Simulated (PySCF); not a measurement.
Species: [AgCl2]- (charge -1 and singlet state).
Geometry (PBE0-D3(BJ)/def2-SVP, Å), atoms numbered from 1 in this order:
```xyz
3
AgCl2 angstrom
Ag     0.0000    0.0000    0.0000
Cl    -0.0187   -0.0235    2.3465
Cl     0.0186    0.0235   -2.3465
```

Level of theory: TDDFT wB97X-D/def2-SVPD, vertical, gas phase, core orbitals frozen in the response, def2 core potentials past Kr in PySCF 2.14.0, density-fitted response routines. Spin–orbit coupling is left out. The geometry's basis has no diffuse functions, a weakness for an anion.

Transition dipole moments from the ground state, in atomic units and in the frame of the coordinates above (overall signs are arbitrary), for the states with f of 0.002 or more among the lowest 9:

```
state  E (eV)      μx      μy      μz
   S4   6.138  -0.565  -0.670  -0.011
   S5   6.138   0.670  -0.565   0.000
   S9   6.565  -0.004  -0.005   0.526
```

**Question.** What oscillator strength does each state have?

**Answer.** f = (2/3) ΔE |μ|² with ΔE in hartree (27.2114 eV).

```
state  |μ|² (au)  |μ| (D)      f
   S4      0.768     2.23  0.116
   S5      0.768     2.23  0.116
   S9      0.277     1.34  0.045
```

**Question.** The point group is D∞h. Which irreducible representation does each state belong to?

**Answer.** From a totally symmetric ground state, an allowed state transforms like the component of the dipole operator along its μ. Polarised along the molecular axis, so Σu+: S9. Polarised across the molecular axis, so Πu: S4 and S5.

S4/S5 coincide within about 0.01 eV; within a degenerate level the directions of the single components are arbitrary.

No detachment energy is given for this anion; states above it aren't bound, and a finite basis only mimics them.
